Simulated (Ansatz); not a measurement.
```yaml
crystal:
  periodic: [false, false, false]
  atoms:
    - {symbol: F, position_ang: [-1.720676, 0.099810, -1.673573]}
    - {symbol: C, position_ang: [-1.135549, 0.362316, -0.483983]}
    - {symbol: F, position_ang: [-1.044652, 1.697448, -0.350317]}
    - {symbol: C, position_ang: [0.245792, -0.277174, -0.478261]}
    - {symbol: F, position_ang: [1.047135, 0.328636, -1.394014]}
    - {symbol: C, position_ang: [0.925786, -0.221699, 0.887011]}
    - {symbol: F, position_ang: [2.082806, -0.878028, 0.851662]}
    - {symbol: F, position_ang: [0.138461, -0.816267, 1.794309]}
    - {symbol: F, position_ang: [1.165525, 1.017964, 1.290897]}
    - {symbol: H, position_ang: [-1.769554, -0.035293, 0.314846]}
    - {symbol: H, position_ang: [0.130326, -1.334713, -0.738077]}
basis:
  gaussian: {orbitals: cc-pVTZ-DK}
magnetization: {spin_polarized: true, initial_magnetization: 2}
hamiltonian: {xc: {name: LC-wPBE}}
```

```sh
$ ansatz run in.yaml --threads 2 --pin off --events-out ev --progress --plain --max-ram 22528MiB --backend cuda --devices 0, --max-vram 18GiB
```

It prints (some lines left out):

```
Functional definition: LC-wPBE
1491 factors; their error is unknown
406 factors; integrals over basis functions are off by at most 1.3e-5 eV
mean field evaluation 1: about -19442.5133 eV, gradient 4.1e1 eV
mean field evaluation 2: about -19441.8447 eV, gradient 4.9e1 eV
mean field evaluation 4: about -19447.7113 eV, gradient 3.1e0 eV
mean field evaluation 8: about -19447.7831 eV, gradient 2.8e-1 eV
mean field evaluation 16: about -19447.7267 eV, gradient 5.8e-2 eV
mean field evaluation 32: about -19447.7271 eV, gradient 2.9e-4 eV
mean field -19447.72707396 eV, -714.6907878253 hartree, gradient 1.4e-5 eV, S^2 2.005399; 6 other end points of the search recorded, 0 dependent functions left out
reference -19447.72707397 eV, -714.6907878256 hartree; 38, 36 occupied and 260, 262 virtual orbitals, 1491 factors
Total energy: -19447.72707397 eV, -714.6907878256 hartree
Relativity: scalar
```

It took 8.5 s on 2 threads of an AMD EPYC 7R13 on a shared host and a share of an NVIDIA H100 80 GB, with 0.95 GiB of host memory at the peak.
